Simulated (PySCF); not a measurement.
Can point charges reproduce the dipole moment of `COC(=O)[Si](C)([SiH3])[SiH3]`?

Coordinates (GFN2-xTB, Å) and charges (e) from the PBE0/pcSseg-1 density (PySCF):

| atom | x | y | z | Mulliken | IAO | Hirshfeld | ESP-fitted |
| --- | --- | --- | --- | --- | --- | --- | --- |
| C1 | 3.117 | -0.761 | 0.051 | -0.0413 | -0.2203 | -0.0368 | -0.2268 |
| O2 | 1.697 | -0.707 | 0.105 | -0.4678 | -0.3462 | -0.1017 | -0.3450 |
| C3 | 1.109 | 0.446 | -0.270 | +0.2478 | +0.2855 | +0.1134 | +0.6637 |
| O4 | 1.730 | 1.411 | -0.640 | -0.3985 | -0.4433 | -0.2490 | -0.5212 |
| Si5 | -0.793 | 0.269 | -0.065 | +0.1941 | +0.4291 | +0.2136 | +0.1308 |
| C6 | -1.500 | 1.849 | -0.883 | -0.5803 | -0.6882 | -0.2090 | -0.5881 |
| Si7 | -1.153 | 0.324 | 2.242 | +0.2832 | +0.2990 | +0.2137 | +0.2233 |
| Si8 | -1.366 | -1.650 | -1.263 | +0.2828 | +0.2984 | +0.2102 | +0.2196 |
| H9 | 3.415 | -1.665 | 0.577 | +0.1288 | +0.1636 | +0.0561 | +0.1428 |
| H10 | 3.543 | 0.124 | 0.528 | +0.1221 | +0.1545 | +0.0463 | +0.1349 |
| H11 | 3.451 | -0.796 | -0.988 | +0.1187 | +0.1513 | +0.0496 | +0.1352 |
| H12 | -2.571 | 1.941 | -0.717 | +0.1410 | +0.1547 | +0.0407 | +0.1737 |
| H13 | -1.024 | 2.740 | -0.482 | +0.1573 | +0.1672 | +0.0457 | +0.1508 |
| H14 | -1.332 | 1.854 | -1.957 | +0.1505 | +0.1611 | +0.0448 | +0.1535 |
| H15 | -0.390 | -0.714 | 2.940 | -0.0526 | -0.0929 | -0.0733 | -0.0887 |
| H16 | -2.568 | 0.082 | 2.542 | -0.0625 | -0.1004 | -0.0767 | -0.0752 |
| H17 | -0.808 | 1.597 | 2.885 | -0.0517 | -0.0890 | -0.0676 | -0.0595 |
| H18 | -0.771 | -2.856 | -0.681 | -0.0520 | -0.0919 | -0.0733 | -0.0864 |
| H19 | -0.971 | -1.627 | -2.677 | -0.0557 | -0.0902 | -0.0688 | -0.0625 |
| H20 | -2.819 | -1.850 | -1.251 | -0.0639 | -0.1020 | -0.0778 | -0.0749 |

**Question.** Compute μ = Σ q r for each scheme (1 e·Å = 4.803 D) and compare with the dipole of the full density.

**Answer.** The full density gives (0.05, -1.03, 0.30) D, 1.07 D in size; dipole vectors point from the negative to the positive end.

```csv
scheme,μx,μy,μz,size (D),share of the full size (%),angle to the full dipole (°)
Mulliken,-1.33,-2.34,1.28,2.99,279,32
IAO,-0.61,-2.12,0.95,2.40,224,19
Hirshfeld,-0.21,-1.17,0.46,1.27,119,13
ESP-fitted,0.02,-1.01,0.28,1.05,98,2
```

**Question.** Which set comes closest?

**Answer.** Length of the difference vector: ESP-fitted 0.04 D, Hirshfeld 0.33 D, IAO 1.43 D, Mulliken 2.15 D. Closest: ESP-fitted. ESP charges are fitted to the potential around the molecule, whose slowest-falling term is the dipole's. The schemes that divide the density aren't constrained to reproduce the dipole.

**Question.** What is left for the Hirshfeld atoms' own dipoles?

**Answer.** The shares of the density sum to the whole, so what Σ q r misses lies in dipoles about the nuclei. The atomic dipoles sum to (0.05, -1.03, 0.30) − (-0.21, -1.17, 0.46) = (0.26, 0.14, -0.16) D, 0.33 D in size.

**Question.** With the origin at the mean of the coordinates, (0.000, 0.001, 0.000) Å, which are the largest single terms, by size, of the IAO dipole along the direction of the full one?

**Answer.** C6 +6.91, O4 +3.09, H13 -2.26, H14 -1.85, Si8 +1.67 D; all 20 atoms together +2.27 D. The single terms depend on the origin, their sum doesn't.

**Question.** Give the size of the full dipole in other units.

**Answer.** 1.07 D = 0.421 au = 0.223 e·Å = 3.57 × 10⁻³⁰ C·m.

Geometry: GFN2-xTB, one conformer, isolated molecule. GFN2-xTB frequencies show an imaginary mode (22i cm⁻¹), so this geometry is no minimum at that level.

Conformer computed: `[CH3:1][O:2][C:3](=[O:4])[Si:5]([CH3:6])([SiH3:7])[SiH3:8]`: C1–O2–C3–O4 0°, O2–C3–Si5–C6 -171°.
